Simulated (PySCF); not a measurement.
From one molecule to another.

First species: C7H10N2.
Structure used (GFN2-xTB), in Å, numbered top down from 1:
```xyz
19
C7H10N2 angstrom
C      1.6307   -1.4504    0.0792
C      1.3963    0.0153    0.0501
C      2.2191    1.0822    0.2800
N      1.5398    2.2490    0.1179
C      0.3263    1.9077   -0.2047
N      0.1707    0.5595   -0.2604
C     -0.9976   -0.1766   -0.5915
C     -2.3406    0.3324   -0.1684
C     -1.7600   -0.8765    0.4995
H      1.3936   -1.8981   -0.8866
H      2.6736   -1.6484    0.3091
H      1.0069   -1.9306    0.8336
H      3.2557    1.0828    0.5519
H     -0.4675    2.5955   -0.4164
H     -0.9270   -0.6794   -1.5525
H     -3.1673    0.2061   -0.8499
H     -2.3785    1.2474    0.4016
H     -2.1820   -1.8468    0.2887
H     -1.4020   -0.7619    1.5113
```

Second species: 1-methyl-1-phenylhydrazine, C7H10N2.
InChI=1S/C7H10N2/c1-9(8)7-5-3-2-4-6-7/h2-6H,8H2,1H3

Levels: PBE0/pcSseg-1 for dipole moment, HOMO energy, LUMO energy and HOMO–LUMO gap; GFN2-xTB for rotational constant A and rotational constant C. Geometries: GFN2-xTB. All species are isolated and taken at one optimised geometry, non-relativistic unless stated; the electronic structure was computed with PySCF and density fitting.

The conformers computed, where there is a choice (atom-mapped SMILES and torsion angles):
- `[CH3:1][c:2]1[cH:3][n:4][cH:5][n:6]1[CH:7]1[CH2:8][CH2:9]1`: C5–N6–C7–C8 -36°
- `[CH3:1][N:2]([NH2:3])[c:4]1[cH:5][cH:6][cH:7][cH:8][cH:9]1`: C1–N2–C4–C5 -13°, H–N3–N2–C1 132°, H–N3–N2–C1 -108°

```
             property   column X   column Y
        dipole moment     0.84 D     4.43 D
          HOMO energy   -5.70 eV   -6.24 eV
          LUMO energy   -0.01 eV    0.75 eV
        HOMO–LUMO gap    5.69 eV    6.99 eV
rotational constant A  3.590 GHz  2.914 GHz
rotational constant C  0.930 GHz  1.053 GHz
```

(1) Which column belongs to which species?

(2) How does each property change from the first species to the second?

## Answers

(1) Column X is the second species and column Y the first. The first has 19 atoms and 66 electrons, the second 19 and 66.

(2) dipole moment -3.59 D; HOMO energy +0.54 eV; LUMO energy -0.76 eV; HOMO–LUMO gap -1.30 eV; rotational constant A +0.676 GHz; rotational constant C -0.123 GHz.

On the first: The dipole matches unit charges of opposite sign 0.92 Å apart (1 e·Å = 4.8032 D). A dipole of 4.43 D is allowed in C1, and pure rotational transitions are dipole-allowed.

On the second: The dipole equals about 2.8 × 10⁻³⁰ C·m (1 D = 3.33564 × 10⁻³⁰ C·m). A dipole of 0.84 D is allowed in C1, and pure rotational transitions are dipole-allowed.
